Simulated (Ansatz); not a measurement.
System: sum formula GeBrCl₂ (charge 0, doublet). It need not be the lowest isomer of its formula. SMILES: [Ge]([Br])([Cl])[Cl]
Structure (B3LYP-D3(BJ)/def2-TZVP (Ansatz, a quantum-chemistry and plane-wave program) minimum search):
```xyz
4

Cl    -1.8241    -1.3629    -0.2449
Ge    -0.4085     0.1001     0.5250
Cl    -0.9865     2.0524    -0.2439
Br     1.7387    -0.4264    -0.2426
```
Charge 0, spin multiplicity 2.

Wanted: atomisation energy (electronic, to ground-state atoms), in eV. Cores are frozen in the correlated levels unless marked. Open shells are spin-unrestricted. No spin-orbit coupling. The frozen core is the preceding noble-gas configuration, with the filled d and f shells of earlier blocks. No relativistic terms. The coupled-cluster limit lacks core correlation, which all-electron functionals hold. CBS marks a two-point X^-3 extrapolation of the correlation energy; Hartree-Fock from the larger set.

```tsv
level	program	atomisation energy (eV)
SVWN5/def2-TZVPD	Ansatz	12.15
```

Q: Predict the CCSD(T)/CBS(def2-TZVPPD,def2-QZVPPD) result (Ansatz).

A: 10.07 eV, so SVWN5/def2-TZVPD differs from it by 2.08 eV.
